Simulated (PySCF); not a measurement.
Br$_{2}$Ga, charge +1, singlet, geometry from GFN2-xTB (such geometries of metal compounds can be far from the true shape). Base run: PBE0/6-31G in PySCF.

The PySCF input:
```python
from pyscf import gto, scf, dft

mol = gto.M(
    atom='''
Ga    0.000000    0.000000    0.000000
Br    0.000000    0.000000    2.292576
Br   -0.000000   -0.000000   -2.292576
''',
    basis='6-31g',
    charge=1,
    spin=0,
    verbose=4,
)

mf = dft.RKS(mol)
mf.xc = 'pbe0'
mf.kernel()
```

Variants of this job, named by their change:

```tsv
change	ΔE vs base (mEh)	fitting functions
base	0.000	-
auxbasis = cc-pvtz-jkfit	-0.201	621
auxbasis = even-tempered beta=3.0	-32.061	547
auxbasis = def2-svp-ri	-21773.9	381
auxbasis = cc-pvqz-jkfit	-0.197	654
exchange = seminumerical (SGX) (with mf = sgx.sgx_fit(mf, auxbasis='def2-universal-jfit'); with mf.with_df.dfj = True)	-0.571	174
auxbasis = default (with mf = mf.density_fit())	463.6	513
auxbasis = def2-universal-jfit	15264.0	174
auxbasis = cc-pvtz-ri	-23844.2	498
auxbasis = even-tempered beta=1.6	0.027	1210
```

A fitting set is made for a task (jfit for Coulomb, jkfit for Coulomb and exchange, ri for correlation) and for a family of orbital bases.
